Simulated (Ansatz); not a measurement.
Start from `CCCCCCCCO` and change one atom or group to get `CCCCCCC`.

Ansatz, PBE0-D4/def2-TZVP geometries, multiplicity 1. Each molecule was computed in one conformer, which needn't be the lowest.

```json
{"property": "HOMO energy (B3LYP/def2-TZVPP) / eV", "`CCCCCCCCO`": "-7.51"}
{"property": "HOMO–LUMO gap (PBE0/def2-TZVPP) / eV", "`CCCCCCCCO`": "8.83"}
{"property": "HOMO–LUMO gap (PBE/def2-TZVPP) / eV", "`CCCCCCCCO`": "6.32"}
{"property": "size of the dipole moment (B3LYP/def2-TZVPP) / D", "`CCCCCCCCO`": "1.84"}
{"property": "LUMO energy (ωB97M-V/def2-TZVPP) / eV", "`CCCCCCCCO`": "2.53"}
{"property": "HOMO energy (PBE0/def2-TZVPP) / eV", "`CCCCCCCCO`": "-7.75"}
```

Q: Give the same properties after the change, and the shifts. (Best estimate.)

A: The calculation gave: 
```tsv
property	`CCCCCCC`	shift
HOMO energy (B3LYP/def2-TZVPP) / eV	-8.36	-0.85
HOMO–LUMO gap (PBE0/def2-TZVPP) / eV	9.79	0.96
HOMO–LUMO gap (PBE/def2-TZVPP) / eV	7.66	1.34
size of the dipole moment (B3LYP/def2-TZVPP) / D	0.07	-1.77
LUMO energy (ωB97M-V/def2-TZVPP) / eV	2.64	0.11
HOMO energy (PBE0/def2-TZVPP) / eV	-8.56	-0.81
```

With PBE0 the HOMO falls by 0.81 eV and the LUMO rises by 0.15 eV, so the gap widens by about 0.96 eV. PBE moves the HOMO by -1.11 eV and ωB97M-V by -0.64 eV. Dipoles are sizes alone; their direction can turn.

B3LYP here is the variant with VWN-RPA as its local correlation; programs differ in this.
